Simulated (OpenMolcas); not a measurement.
V4+ with 6 ligands (ammonia) in octahedral coordination (S6) at 2 Å. Ligand basis ANO-RCC-VDZP.
```
V     0.0000    0.0000    0.0000
N     2.0000    0.0000    0.0000
H     2.3821    0.9457    0.0000
H     2.3821   -0.4729    0.8190
H     2.3821   -0.4729   -0.8190
N     0.0000    2.0000    0.0000
H     0.0000    2.3821    0.9457
H     0.8190    2.3821   -0.4729
H    -0.8190    2.3821   -0.4729
N    -2.0000    0.0000    0.0000
H    -2.3821   -0.9457    0.0000
H    -2.3821    0.4729   -0.8190
H    -2.3821    0.4729    0.8190
N     0.0000   -2.0000    0.0000
H     0.0000   -2.3821   -0.9457
H    -0.8190   -2.3821    0.4729
H     0.8190   -2.3821    0.4729
N     0.0000    0.0000    2.0000
H     0.9457    0.0000    2.3821
H    -0.4729    0.8190    2.3821
H    -0.4729   -0.8190    2.3821
N     0.0000    0.0000   -2.0000
H    -0.9457    0.0000   -2.3821
H     0.4729   -0.8190   -2.3821
H     0.4729    0.8190   -2.3821
```

| Quantity | Value |
| --- | --- |
| Program | OpenMolcas 26.06 |
| Method | CASSCF |
| Basis | ANO-RCC-VDZP [5s4p2d1f] |
| Scalar Hamiltonian | DKH2, point nucleus |
| Active space | 1 electron in 5 orbitals (3d) |
| State averaging | 2S+1 = 2 even, 5 roots |
| Spin-orbit coupling | RASSI with atomic mean-field integrals over the reference wave functions |

Task: What is the spin-free ground state?

Result: A state of multiplicity 2, 1-fold in its orbital part; it has the highest spin that d1 allows.

Task: Where is the first state of the same spin?

Result: A 2-fold state lies at 197 cm-1 above the ground state. The two act as a nearly degenerate pair, with unquenched orbital momentum.

Task: What are the lowest two levels with spin-orbit coupling?

Result: A 2-fold level with g = 0.74, 0.74, 1.18, then a 2-fold level 154.4 cm-1 above it. Their leading multiplicities are 2 (100 %) and 2 (100 %).

Task: What is χT at 300 K, and how does it compare with the textbook value?

Result: The lowest level has 2S+1 = 2, for which the spin-only value is χT = S(S+1) / 2 = 0.375 cm3 K/mol (g = 2). The computed 0.385 at 300 K differs by +0.010, through orbital momentum, spin-orbit coupling and any other state in reach.

The least metal-like active orbital is 74 % on the metal (Löwdin) and no ligand orbital is active, so the numbers are rough. Ligand-to-metal charge-transfer states are missing. With metal d orbitals alone the field can be off either way by tens of per cent. No measured value stands beside these numbers; the geometry is a model, was not optimised and need not be the one that this ion takes.
